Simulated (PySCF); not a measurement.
## BiC⁻: one state, many levels of theory

State: ¹Σ⁺ (singlet), closed shell. Set-up: Bi def2-SVPD with ECP60, C def2-SVPD; scalar-relativistic core potentials (PySCF 2.14). De refers to Bi + C⁻ in their high-spin ground configurations, without counterpoise correction. A positive dipole points towards C; it is taken about the centre of mass and depends on that origin.

```csv
Level,Re (Å),ωe (cm⁻¹),De (eV),μ (D),"CPU s a point (SCF and correlation, without the integrals)"
RHF,1.975,849,n/a,-5.15,0.11
RHF-MP2,2.037,738,n/a,n/a,0.18
RHF-SCS-MP2,2.034,741,n/a,n/a,n/a
RHF-CCSD,2.017,756,n/a,n/a,n/a
RHF-CCSD(T),2.046,695,n/a,n/a,3.2
PBE,2.029,730,n/a,-4.99,1.1
r²SCAN,2.015,758,n/a,-5.04,1.5
TPSSh,2.015,756,n/a,-5.04,1.7
B3LYP,2.014,759,n/a,-5.16,1.2
PBE0,1.999,784,n/a,-5.16,1.7
M06,2.017,759,n/a,-5.39,1.7
HSE06,2.004,776,n/a,-5.13,1.4
```

The bond length runs from 1.975 Å (RHF) to 2.046 Å (RHF-CCSD(T)).

Correlated steps freeze 5 core orbitals. Spin–orbit coupling is left out, which matters for elements this heavy, above all for dissociation energies. The highest Kohn–Sham level is positive in this anion. Much of that is self-interaction error, but it also means that the finite basis helps to hold the extra electron. The CCSD T1 diagnostic is raised, a sign that a single reference may not be enough here.

The whole job (state search and all levels along the bond) took about 4 min on 1 thread of Arm Neoverse N1 (shared host), peak memory 0.65 GiB.
